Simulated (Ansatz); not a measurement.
```yaml
crystal:
  periodic: [false, false, false]
  atoms:
    - {symbol: C, position_ang: [-0.415580, 0.798416, -1.362092]}
    - {symbol: O, position_ang: [0.960541, 0.750905, -1.118915]}
    - {symbol: Sn, position_ang: [1.953344, -0.090173, 0.372878]}
    - {symbol: C, position_ang: [0.225203, -0.887705, 1.466740]}
    - {symbol: H, position_ang: [-0.748402, 1.841328, -1.428450]}
    - {symbol: H, position_ang: [-1.012147, 0.303667, -0.585436]}
    - {symbol: H, position_ang: [-0.645024, 0.316513, -2.320282]}
    - {symbol: H, position_ang: [-0.344051, -1.584995, 0.844499]}
    - {symbol: H, position_ang: [-0.450562, -0.082834, 1.771756]}
    - {symbol: H, position_ang: [0.559878, -1.416324, 2.362204]}
basis:
  gaussian: {orbitals: x2c-TZVPPall}
hamiltonian: {xc: {name: HF}}
correlation: {method: mp2, frozen_orbitals: {C: 0}}
output: {forces: true}
```

```sh
$ ansatz run in.yaml --threads 2 --pin off --events-out ev --progress --plain --max-ram 22528MiB --backend cpu
```

Shortened log:

```
Functional definition: HF
Error: "frozen_orbitals" has no count for O
```

In this input frozen orbitals are typed for one element alone, and the program wants a count for each. The program refused the input.
